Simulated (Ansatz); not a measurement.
F$_{3}$GaH$_{3}$P, 8 atoms. Charge 0, multiplicity 1. Correlated methods include outer-core shells of Ga, which these sets cover unevenly. Scalar relativity is left out up to krypton. The bonds changed during the relaxation, so this is another structure than the one it started from. All runs use 4 threads of an Arm Neoverse V1 on a shared host. Correlated methods freeze the cores.

(1) Give the basis size and wall time and peak host memory of each of these runs in Ansatz. RHF-MP2/def2-QZVPP energy; RKS revPBE-D4/def2-TZVPP energy; RKS PBE0-D4/def2-TZVP frequencies; RKS HSE06 (plane-wave form)-D4/def2-TZVPP energy; RKS PBE0-D4/def2-SVP energy; RHF-CCSD(T)/def2-TZVPP energy; RHF-CCSD(T)/def2-SVP energy; RKS ωB97M-V/def2-SVP energy; RKS PBE0-D4/def2-TZVP relaxation (30 steps); RKS r2SCANh-D4/def2-TZVPP energy; RKS CAM-B3LYP-D4/def2-TZVPP energy; RKS PBE0-D4/def2-QZVPP energy. (An estimate is asked.)

Results:

(1) Ansatz gave: Other jobs shared the machine, so times are rough.

```json
{"level": "RKS PBE0-D4/def2-SVP", "job": "energy", "functions": "107", "wall time": "1.1 s", "peak host memory (GiB)": "0.23"}
{"level": "RKS revPBE-D4/def2-TZVPP", "job": "energy", "functions": "225", "wall time": "1.6 s", "peak host memory (GiB)": "0.29"}
{"level": "RKS CAM-B3LYP-D4/def2-TZVPP", "job": "energy", "functions": "225", "wall time": "3.1 s", "peak host memory (GiB)": "0.75"}
{"level": "RKS HSE06 (plane-wave form)-D4/def2-TZVPP", "job": "energy", "functions": "225", "wall time": "3.2 s", "peak host memory (GiB)": "0.7"}
{"level": "RKS r2SCANh-D4/def2-TZVPP", "job": "energy", "functions": "225", "wall time": "4.4 s", "peak host memory (GiB)": "0.69"}
{"level": "RKS ωB97M-V/def2-SVP", "job": "energy", "functions": "107", "wall time": "5 s", "peak host memory (GiB)": "0.35"}
{"level": "RHF-CCSD(T)/def2-SVP", "job": "energy", "functions": "107", "wall time": "7 s", "peak host memory (GiB)": "0.5"}
{"level": "RKS PBE0-D4/def2-QZVPP", "job": "energy", "functions": "420", "wall time": "7.5 s", "peak host memory (GiB)": "1.6"}
{"level": "RHF-MP2/def2-QZVPP", "job": "energy", "functions": "420", "wall time": "17 s", "peak host memory (GiB)": "2"}
{"level": "RKS PBE0-D4/def2-TZVP", "job": "relaxation (30 steps)", "functions": "196", "wall time": "97 s", "peak host memory (GiB)": "0.59"}
{"level": "RKS PBE0-D4/def2-TZVP", "job": "frequencies", "functions": "196", "wall time": "110 s", "peak host memory (GiB)": "0.58"}
{"level": "RHF-CCSD(T)/def2-TZVPP", "job": "energy", "functions": "225", "wall time": "2.8 min", "peak host memory (GiB)": "3.9"}
```
